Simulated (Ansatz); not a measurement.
Species: C₄H₁₀N, net charge 0, doublet state. It need not be the lowest isomer of its formula. 
Structure (B3LYP-D3(BJ)/def2-TZVP (Ansatz, an electronic-structure program) minimum search):
```
C
H 1 1.1000
C 1 1.4944 2 107.78
H 3 1.0847 1 118.72 2 -163.40
N 3 1.3975 4 114.86 1 147.52
H 5 1.0091 3 115.14 4 38.26
H 5 1.0114 6 111.02 3 -132.40
C 1 1.5294 2 107.92 3 -119.71
H 8 1.0909 1 111.25 2 59.37
H 8 1.0917 9 108.46 1 122.41
H 8 1.0934 9 107.89 10 116.31
C 1 1.5417 2 107.10 3 121.01
H 12 1.0904 1 110.93 2 -63.52
H 12 1.0928 13 107.86 1 120.91
H 12 1.0932 13 108.49 14 116.86
```
Charge 0, spin multiplicity 2.

Quantity: atomisation energy (electronic, to ground-state atoms); the coupled-cluster value holds the core correlation from cc-pwCVTZ, in eV. Correlated levels leave the core frozen unless marked. Open shells are spin-unrestricted. No spin-orbit coupling. Non-relativistic. CBS marks a two-point X^-3 extrapolation of the correlation energy; Hartree-Fock from the larger set.

Level to compare with: CCSD(T)/CBS(cc-pVTZ,cc-pVQZ) plus the core term (Ansatz), 59.48 eV. It is a level with limits of its own, and the differences hold the functionals' basis error too.

**Question.** Rank these functionals by how close they come to CCSD(T)/CBS(cc-pVTZ,cc-pVQZ), closest first: PBE/def2-TZVPD (Ansatz); B97M-V/def2-TZVPD (Ansatz); BLYP/def2-TZVPD (Ansatz).

**Answer.** B97M-V/def2-TZVPD (meta-GGA with VV10, 59.34 eV, difference -0.14), BLYP/def2-TZVPD (GGA, 58.75 eV, difference -0.73), PBE/def2-TZVPD (GGA, 60.42 eV, difference 0.94)
